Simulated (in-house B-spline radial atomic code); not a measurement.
The numbers below are computed, except where a source is named.
## Building a PAW d channel for In, r_c = 1.11 bohr

In, [Kr] 4d10 5s2 5p1, non-relativistic PBE, spherical and spin-unpolarised, from an all-electron radial atomic-structure program (B-spline basis) (atomic units; all potentials screened as in the neutral atom).

Two all-electron partial waves φ1, φ2 are integrated outwards at E1 = ε(4d) = -0.726892 and E2 = E1 + 1 hartree; φ1 is the bound orbital and φ2 has unit norm inside r_c = 1.107 bohr. Smooth partners are polynomials, r^3(a0 + a1 r² + a2 r⁴ + a3 r⁶), matched to φ and three derivatives at r_c, with no condition on the norm. The local potential is -30.5472 + (57.4371) r² + (-45.7726) r⁴ + (13.645) r⁶ inside 0.9063 bohr and the all-electron one outside.

```csv
wave,φ(r_c),φ'(r_c),a0,a1,a2,a3
1,0.9459024,-0.5125547,4.866713,-6.947849,3.845681,-0.7772557
2,1.036613,-2.075278,7.653888,-11.59621,6.488978,-1.317128
```

Inside r_c the overlaps are <φi φj> = [[0.51734, 0.71584], [0.71584, 1.00000]] and, for the smooth waves, [[0.45483, 0.61605], [0.61605, 0.84110]]. With χj = (Ej − T − V_local) applied to smooth wave j, the program's quadrature gives the matrix B_ij = <smooth i, χj> as [[0.39322, 0.52603], [0.62582, 0.85484]].

(1) Check the match of the first wave, and find the augmentation charges q_ij.

(2) B isn't symmetric. Show that D_ij = B_ij + Ej q_ij is.

Solving (T + V_local + Σ p D p) ψ = E (1 + Σ p q p) ψ in a sphere of 9 bohr gives these levels:

| all-electron | one projector | two projectors |
| --- | --- | --- |
| -0.726892 | -0.726891 | -0.726891 |
| 0.088885 | 0.088691 | 0.088885 |
| 0.339668 | 0.338695 | 0.339668 |
| 0.749844 | 0.746680 | 0.749844 |
| 1.304450 | 1.295870 | 1.304450 |

(3) What does the second projector gain?

Answers

(1) At r_c the four terms are 6.60205, -11.55017, 7.83442, -1.94041, which sum to 0.9459, φ1(r_c) to rounding. q_ij is the all-electron overlap less the smooth one: [[0.06251, 0.09979], [0.09979, 0.15890]]. The smooth first wave has a norm of 0.4548 inside r_c against 0.5173, and q11 > 0 puts back the missing charge.

(2) Integrating by parts gives B12 − B21 = (E1 − E2) q12: 0.52603 − (0.62582) = -0.09979, and −1 × (0.09979) = -0.09979. So D12 = 0.52603 + (0.273108)(0.09979) = 0.55328 and D21 = 0.62582 + (-0.726892)(0.09979) = 0.55328; D11 = 0.34778, D22 = 0.89823. The projectors, p = (B⁻¹)ᵀ χ, are dual to the smooth waves; det B = 0.0069, small beside B11 B22, as the two smooth waves look alike inside r_c.

(3) With one projector the errors are 0.00, -0.19, -0.97, -3.16, -8.58 millihartree. With two the errors are 0.00, 0.00, 0.00, 0.00, 0.00 millihartree. The scattering is exact at E1 and at E2 = 0.273, and over all levels compared the largest error is under 0.01 millihartree. The lowest eigenvalue of the overlap operator is 1 with one and 0.9621 with two projectors. The smooth orbital alone needs a cutoff of 47.6 hartree for 1 millihartree of kinetic energy, against 42.7 for a norm-conserving Troullier-Martins orbital of the same radius.
